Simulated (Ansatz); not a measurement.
`C=C(F)BCl` and `C=C(F)[SiH2]Cl` differ in one atom or group.

Ansatz, PBE0-D4/def2-TZVP geometries, multiplicity 1. Each molecule was computed in one conformer, which needn't be the lowest.

| property | `C=C(F)BCl` |
| --- | --- |
| size of the dipole moment (ωB97M-V/def2-TZVPP) / D | 2.03 |
| LUMO energy (B3LYP/def2-TZVPP) / eV | -2.50 |
| HOMO–LUMO gap (B3LYP/def2-TZVPP) / eV | 5.51 |
| HOMO energy (ωB97M-V/def2-TZVPP) / eV | -10.44 |
| HOMO energy (PBE/def2-TZVPP) / eV | -7.04 |
| HOMO energy (B3LYP/def2-TZVPP) / eV | -8.01 |

Task: Give the same properties after the change, and the shifts. (Estimate.)

Result: Ansatz gave: 
```tsv
property	`C=C(F)[SiH2]Cl`	shift
size of the dipole moment (ωB97M-V/def2-TZVPP) / D	2.03	0.00
LUMO energy (B3LYP/def2-TZVPP) / eV	-1.12	1.38
HOMO–LUMO gap (B3LYP/def2-TZVPP) / eV	6.75	1.24
HOMO energy (ωB97M-V/def2-TZVPP) / eV	-10.35	0.09
HOMO energy (PBE/def2-TZVPP) / eV	-6.87	0.17
HOMO energy (B3LYP/def2-TZVPP) / eV	-7.87	0.14
```

With PBE0 the HOMO rises by 0.13 eV and the LUMO rises by 1.41 eV, so the gap widens by about 1.28 eV. PBE moves the HOMO by 0.17 eV and ωB97M-V by 0.09 eV. Dipoles are sizes alone; their direction can turn.

B3LYP here is the variant with VWN-RPA as its local correlation; programs differ in this.
